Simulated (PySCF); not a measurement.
Si(Cl)(I)2(OH) (ClHI2OSi), SMILES O[Si](Cl)(I)I.

The structure is a stationary point at B3LYP-D3(BJ)/def2-SVP. The structure was generated by enumeration, and PubChem lists no compound with its InChIKey, so it may never have been made. The def2 effective core potentials stand for the cores of I; spin–orbit coupling is left out. The values are those of a single conformer.

Calculation: B3LYP-D3(BJ)/def2-SVP (PySCF).

Frequencies are harmonic and unscaled.

```tsv
mode	ν (cm⁻¹)	IR (km/mol)	moving atoms (share of kinetic energy)
1	76	4.2	I 69 %, Cl 11 %
2	112	9.5	Cl 55 %, I 21 %, H 12 %, O 11 %
3	152	27.5	H 40 %, I 26 %, Cl 25 %
4	164	14.1	Cl 35 %, H 20 %, Si 20 %, I 13 %, O 10 %
5	206	7.0	O 61 %, I 19 %, H 12 %
6	232	37.2	O 55 %, I 17 %, H 16 %, Si 9 %
7	316	38.7	Si 32 %, O 29 %, Cl 26 %, I 9 %
8	432	199.6	Si 85 %, I 8 %
9	561	183.0	Si 62 %, Cl 34 %
10	793	277.4	H 69 %, O 24 %
11	932	64.3	O 45 %, Si 38 %, H 17 %
12	3841	132.9	H 94 %
```
